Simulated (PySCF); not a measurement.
Excitations are Tamm–Dancoff values on a coarser integration grid. The basis has no diffuse functions, so Rydberg states are missing or too high.

Cartesian coordinates (Å):
```xyz
14

C      2.0404    -0.1764     0.3805
C      0.6600     0.4514     0.2788
C     -0.4141    -0.5414    -0.1576
Si    -2.1281     0.2082    -0.2911
H      2.0451    -0.9948     1.1056
H      2.3547    -0.5877    -0.5827
H      2.7911     0.5530     0.6940
H      0.6919     1.2891    -0.4268
H      0.3851     0.8856     1.2465
H     -0.1517    -0.9767    -1.1291
H     -0.4589    -1.3807     0.5465
H     -2.1339     1.3187    -1.2834
H     -2.5568     0.7625     1.0230
H     -3.1250    -0.8107    -0.7196
```
Charge 0, spin multiplicity 1.

Task: Give the LUMO, HOMO–LUMO gap, total energy, T1 excitation (TDA) and S1 excitation (TDA) at the level PySCF with TPSSh-D3(BJ)/def2-TZVP // PBE0-D3(BJ)/def2-TZVP.

Result: 
The LUMO comes out as 0.48 eV, the HOMO–LUMO gap comes out as 8.29 eV and the total energy is -11154.73 eV. The T1 excitation (TDA) is 7.43 eV and the S1 excitation (TDA) comes out as 7.92 eV.
